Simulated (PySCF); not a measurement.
# Solvent effects on NMR parameters

Cartesian coordinates in Å; atom numbers follow the order of the lines, from 1:
```xyz
20

C    -1.479   -1.887    0.718
C    -1.584   -0.728    0.053
C    -2.818    0.126    0.092
Si   -0.139   -0.141   -0.971
O     1.187   -1.083   -0.676
Si    2.576   -1.317    0.196
O     0.162    1.436   -0.567
Si    1.206    2.638   -0.114
H    -0.571   -2.496    0.674
H    -2.301   -2.273    1.334
H    -3.256    0.240   -0.915
H    -3.590   -0.299    0.751
H    -2.580    1.144    0.443
H    -0.410   -0.191   -2.432
H     2.250   -1.624    1.621
H     3.320   -2.461   -0.401
H     3.426   -0.089    0.146
H     2.243    2.858   -1.167
H     0.424    3.891    0.081
H     1.888    2.278    1.165
```

GIAO PBE0/pcSseg-1 in PySCF 2.14.0 with density-fitted response routines on one PBE0-D3(BJ)/def2-SVP conformer, non-relativistic, equivalent nuclei averaged. Solvents enter as an IEF-PCM continuum (cyclohexane with ε = 2.0, chloroform with ε = 4.7) around the gas-phase geometry. Shifts are referred to TMS computed in the same medium.

Gas phase, δ in ppm: C2 151.2, C1 136.9, C3 22.7, Si4 -38.5, Si6/Si8 -39.8, H10 5.96, H9 5.85, H15/H16/H17/H18/H19/H20 5.16, H14 4.88, H11/H12/H13 1.90. Dipole moment 0.69 D.

Task: How does each δ change in the continuum?

Result: 
```csv
atoms,environment,"Δδ, cyclohexane","Δδ, chloroform"
C2,fully substituted alkene carbon,+0.9,+1.6
C1,terminal =CH2 carbon,+0.5,+1.0
C3,allylic methyl carbon,+0.1,+0.3
Si4,"silicon bonded to C, 2 O, H",-0.1,-0.2
Si6/Si8,"silicon bonded to O, 3 H",+0.3,+0.5
H10,hydrogen on a terminal =CH2 carbon,+0.06,+0.11
H9,hydrogen on a terminal =CH2 carbon,+0.03,+0.06
H15/H16/H17/H18/H19/H20,hydrogen on a silicon bonded to O,-0.01,-0.03
H14,"hydrogen on a silicon bonded to C, 2 O",-0.03,-0.05
H11/H12/H13,hydrogen on an allylic methyl carbon,+0.03,+0.05
```

Changes are relative to the gas phase. The dipole moment becomes 0.76 D in cyclohexane, 0.83 D in chloroform.

Task: Which of the listed nuclei move most (in ppm), and what does the model miss? (N and O are left out, as their reference compounds move with the solvent too.)

Result: C2 (fully substituted alkene carbon, +1.6 ppm) in chloroform. A continuum only polarises the solute; specific hydrogen bonds, the anisotropy of aromatic solvents and changes of geometry or conformer are outside it.
